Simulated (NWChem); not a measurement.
System: BH3O; SMILES BO

Input file for NWChem:

```
start job
memory heap 200 mb stack 900 mb global 1100 mb
geometry units angstroms noautosym nocenter noautoz
  B      0.017697     0.699258     0.000000
  H      1.049642     1.304151     0.000000
  H     -1.052382     1.246493     0.000000
  O      0.101441    -0.645704     0.000000
  H     -0.754031    -1.082859     0.000000
end
basis spherical
  * library def2-svp
end
dft
  xc b3lyp
  iterations 150
  mulliken
end
task dft energy
esp
  recalculate
  probe 0.07
  range 0.3
  factor 1.0
  spacing 0.02
end
task esp
```

Output (shortened):

```
             Northwest Computational Chemistry Package (NWChem) 7.3.0
             --------------------------------------------------------

                             Geometry "geometry" -> ""
                             -------------------------

 Output coordinates in angstroms (scale by  1.889725989 to convert to a.u.)

  No.       Tag          Charge          X              Y              Z
 ---- ---------------- ---------- -------------- -------------- --------------
    1 B                    5.0000     0.01769700     0.69925800     0.00000000
    2 H                    1.0000     1.04964200     1.30415100     0.00000000
    3 H                    1.0000    -1.05238200     1.24649300     0.00000000
    4 O                    8.0000     0.10144100    -0.64570400     0.00000000
    5 H                    1.0000    -0.75403100    -1.08285900     0.00000000

 Effective nuclear repulsion energy (a.u.)      30.4066644259

                                 NWChem DFT Module
                                 -----------------

 Summary of "ao basis" -> "ao basis" (spherical)
 ------------------------------------------------------------------------------
       Tag                 Description            Shells   Functions and Types
 ---------------- ------------------------------  ------  ---------------------
 B                          def2-svp                 6       14   3s2p1d
 H                          def2-svp                 3        5   2s1p
 O                          def2-svp                 6       14   3s2p1d

            General Information
            -------------------
          SCF calculation type: DFT
          Wavefunction type:  closed shell.
          No. of atoms     :     5
          No. of electrons :    16
           Alpha electrons :     8
            Beta electrons :     8
          Charge           :     0
          Spin multiplicity:     1
          Use of symmetry is: off; symmetry adaption is: off
          Maximum number of iterations: 150
          AO basis - number of functions:    43
                     number of shells:    21
          Convergence on energy requested:  1.00D-06
          Convergence on density requested:  1.00D-05
          Convergence on gradient requested:  5.00D-04

              XC Information
              --------------
                         B3LYP Method XC Potential
                     Hartree-Fock (Exact) Exchange  0.200
                        Slater Exchange Functional  0.800 local
                    Becke 1988 Exchange Functional  0.720 non-local
              Lee-Yang-Parr Correlation Functional  0.810
                  VWN I RPA Correlation Functional  0.190 local

             Grid Information
             ----------------
          Grid used for XC integration:  medium
          Radial quadrature: Mura-Knowles
          Angular quadrature: Lebedev.
          Tag              B.-S. Rad. Rad. Pts. Rad. Cut. Ang. Pts.
          ---              ---------- --------- --------- ---------
          B                   0.85       49           7.0       434
          H                   0.35       45           9.0       434
          O                   0.60       49           7.0       434
          Grid pruning is: on
          Number of quadrature shells:   233
          Spatial weights used:  Erf1

      Superposition of Atomic Density Guess
      -------------------------------------

 Sum of atomic energies:        -100.69298556

      Non-variational initial energy
      ------------------------------

 Total energy =    -101.377924
 1-e energy   =    -196.406009
 2-e energy   =      64.621420
 HOMO         =      -0.374340
 LUMO         =       0.011523

     ---------------------------------------------
      Total Density - Mulliken Population Analysis
     ---------------------------------------------

    Atom       Charge   Shell Charges
 -----------   ------   -------------------------------------------------------
    1 B    5     4.68   1.99  0.87  0.24  1.20  0.29  0.09
    2 H    1     1.08   0.73  0.33  0.01
    3 H    1     1.09   0.73  0.35  0.01
    4 O    8     8.49   1.99  1.11  0.57  3.07  1.74  0.01
    5 H    1     0.66   0.53  0.07  0.06

[...]

                     NWChem Electrostatic Potential Fit Module
                     -----------------------------------------

 Atom parameters

 Number of atoms is                                    5
 Number of basis functions is                         43

 Grid parameters

 Maximum number of grid points is                  25840
 Number of grid points is                          25839
 Grid range                                     0.300000 nm
 Grid spacing                                   0.020000 nm
 Probe radius                                   0.070000 nm
 Atom radius factor                             1.000000

 Atomic radii

    1    0.100000
    5    0.158000
    8    0.136000
 FASTESP  F
  using M.O. file = ./job.movecs

    Atom              Coordinates                           Charge

                                                  ESP

    1 B     0.001770    0.069926    0.000000    0.456327
    2 H     0.104964    0.130415    0.000000   -0.138041
    3 H    -0.105238    0.124649    0.000000   -0.171769
    4 O     0.010144   -0.064570    0.000000   -0.539928
    5 H    -0.075403   -0.108286    0.000000    0.393411
                                            ------------
                                               -0.000000

 Dipole moment                                  0.648500

 Quadrupole moment Qxx                         -1.392366
                   Qyy                          0.410335
                   Qzz                          0.982031

 RMS deviation kJ/mol                           0.069210

 RRMS %                                        25.016288
```

Level: B3LYP/def2-SVP. Coordinates come from a PBE0-D3(BJ)/def2-TZVP optimisation.
